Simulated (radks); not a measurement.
Values are calculated unless marked as measured or tabulated.
Question: Radial electron density D(r) = 4 pi r^2 rho(r) of an atom or ion with 1 electrons. Level of theory: scalar-relativistic Kohn-Sham, PBEsol, spin-polarised, spherical densities, point nucleus (a radial shooting solver on a logarithmic mesh with Libxc functionals).

r (bohr)  D(r) (e/bohr)
0.02892          0.1698
0.03367          0.2215
0.0392           0.2871
0.04563          0.3694
0.05312          0.4712
0.06185          0.5953
0.072            0.7433
0.08382          0.9159
0.09758           1.111
0.1136            1.323
0.1322            1.544
0.154             1.757
0.1792            1.944
0.2086            2.080
0.2429            2.143
0.2828            2.111
0.3266            1.985
0.3802            1.755
0.4426            1.448
0.5152            1.103
0.5998           0.7656
0.6983           0.4777
0.8129           0.2635
0.9464           0.1260
1.102           0.05103
1.283           0.01701
1.493          0.004515

What is the nuclear charge?

Answer: Z = 4. The innermost maximum, from 1s, lies near gamma/Z bohr with gamma = sqrt(1 - (Z/c)^2) = 1.000, here 0.25 bohr (found: 0.251), and its height grows with Z. The density is that of the beryllium ion Be3+ in 1s1; the configuration itself is not fixed sharply by these data. D(r) has 1 maximum, at r = 0.251 bohr.
